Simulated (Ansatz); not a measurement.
A nudged elastic band was laid between two geometries of CH4NSb (7 atoms, charge 0, multiplicity 1).

All numbers below come from RKS r2SCANh/def2-SVP (Ansatz 0.2.0).

| Quantity | Value |
| --- | --- |
| movable images | 5 |
| climbing image | yes |
| spring | 5.0 eV/Å² |
| optimiser | quadratic models (default) |
| start path | through a guess of the saddle point |
| force threshold | 0.05 eV/Å |
| iteration limit | 60 |
| end points | relaxed |

First end point:

```xyz
7
Properties=species:S:1:pos:R:3
C -0.887 -0.526 -0.774
N -0.713 -0.490 0.476
Sb 1.171 -0.053 1.275
H -1.885 -0.800 -1.168
H -0.125 -0.297 -1.549
H 0.629 1.456 1.878
H 1.810 0.711 -0.138
```

Last end point:

```xyz
7
Properties=species:S:1:pos:R:3
C -0.788 -0.269 -0.573
N -0.250 0.113 0.547
Sb 1.707 0.572 1.199
H -1.865 -0.443 -0.645
H -0.152 -0.416 -1.447
H -0.922 0.224 1.307
H 2.269 0.220 -0.388
```

**Question.** Which bonds break or form, and what moves?

**Answer.** Bonds broken: Sb3–H6. Bonds formed: N2–H6.

**Question.** What energy profile does the band end with?

**Answer.** It converged. The highest image is number 3 of 0 to 6, 39.9 kcal/mol above the first end and 42.3 kcal/mol above the last; the last end lies 2.4 kcal/mol below the first. A vibrational analysis at the climbing image gives one clearly imaginary mode, 1419i cm⁻¹: a first-order saddle point. The orbitals stay closed-shell, which can raise the energy where a bond breaks towards radicals; this wasn't checked here.

```
image  path coordinate (Å)  energy (kcal/mol)  Sb3–H6 (Å)  N2–H6 (Å)
    0                 0.00                0.0        1.71       2.75
    1                 0.53                3.3        1.70       2.45
    2                 1.05               18.3        1.71       1.96
    3                 1.58               39.9        1.86       1.35
    4                 2.10               18.1        2.28       1.04
    5                 2.63               -0.2        2.61       1.02
    6                 3.16               -2.4        2.65       1.02
```

**Question.** What is the geometry of the highest image?

**Answer.** 
```xyz
7
Properties=species:S:1:pos:R:3
C -0.811 -0.432 -0.648
N -0.490 -0.301 0.587
Sb 1.452 0.152 1.369
H -1.878 -0.443 -0.925
H -0.084 -0.543 -1.473
H -0.267 0.859 1.233
H 2.079 0.707 -0.143
```

**Question.** What are the harmonic wavenumbers there?

**Answer.** 1419i, 253, 339, 412, 511, 652, 815, 974, 1171, 1463, 1615, 1647, 1903, 3022, 3124 cm⁻¹.

The band took 19 iterations and roughly 7 core-minutes.

Run time: 3.8 min on 2 threads of Arm Neoverse V2 (shared host), peak memory 0.2 GiB.
